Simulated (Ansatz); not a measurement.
A structure relaxed at PBE-D4/def2-SVPD in Ansatz, charge -1, singlet:

```
atom   x (Å)   y (Å)   z (Å)
 Cu1   1.563  -1.424   1.010
 Al2  -1.515  -0.340  -1.434
 Al3   1.044   0.923   1.173
 Al4  -0.842  -1.333   0.912
 Al5   0.217   1.730  -1.196
 Al6   1.080  -0.759  -1.255
 Al7  -1.548   1.203   0.790
```

**Question.** Give its formula and point group.

**Answer.** Al6Cu⁻. Point group C3v (tolerance 0.1 Å).

**Question.** Summarise the bond lengths by kind (pairs closer than 1.2 times the sum of covalent radii, bridged metal pairs left out).

**Answer.** 9 × Al–Al 2.64 to 2.71 Å; 3 × Al–Cu 2.41 Å. The metal has 3 neighbours: Al 2.41 Å, Al 2.41 Å, Al 2.41 Å.

The restricted singlet is unstable towards broken spin symmetry in Hartree–Fock (as tested in another run); at PBE-D4/def2-SVPD this wasn't settled. The structure comes from a short search, and lower isomers may exist.
